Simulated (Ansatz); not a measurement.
Molecule: sum formula Si₃H₅F₂, net charge 0, doublet state. It need not be the lowest isomer of its formula. 
Geometry from a B3LYP-D3(BJ)/def2-TZVP (Ansatz, an electronic-structure program) optimisation:
```
Si
F 1 1.6056
F 1 1.6056 2 106.69
Si 1 2.3355 2 107.99 3 115.87
H 4 1.4853 1 112.61 2 -175.26
H 4 1.4853 5 109.56 1 126.15
Si 1 2.3533 2 108.41 3 -116.57
H 7 1.4819 1 108.47 2 -63.08
H 7 1.4819 8 109.11 1 117.97
H 7 1.4823 8 109.76 9 120.30
```
Charge 0, spin multiplicity 2.

Wanted: atomisation energy (electronic, to ground-state atoms); the coupled-cluster value holds the core correlation from cc-pwCVTZ, in kJ/mol. Valence correlation only, unless marked. Open shells are spin-unrestricted. Spin-orbit coupling is left out. No relativistic terms. CBS marks a two-point X^-3 extrapolation of the correlation energy; Hartree-Fock from the larger set.

Level to compare with: CCSD(T)/CBS(cc-pV(T+d)Z,cc-pV(Q+d)Z) plus the core term (Ansatz), 3232.2 kJ/mol. It is a level with limits of its own, and the differences hold the functionals' basis error too.

### Question
Rank these functionals by how close they come to CCSD(T)/CBS(cc-pV(T+d)Z,cc-pV(Q+d)Z), closest first: CAM-B3LYP/def2-TZVPD (Ansatz); PBE/def2-TZVPD (Ansatz); revPBE/def2-TZVPD (Ansatz); B97M-V/def2-TZVPD (Ansatz).

### Answer
B97M-V/def2-TZVPD (meta-GGA with VV10, 3235.2 kJ/mol, difference 3.0), CAM-B3LYP/def2-TZVPD (range-separated hybrid, 3201.0 kJ/mol, difference -31.2), PBE/def2-TZVPD (GGA, 3186.2 kJ/mol, difference -46.0), revPBE/def2-TZVPD (GGA, 3082.6 kJ/mol, difference -149.6)
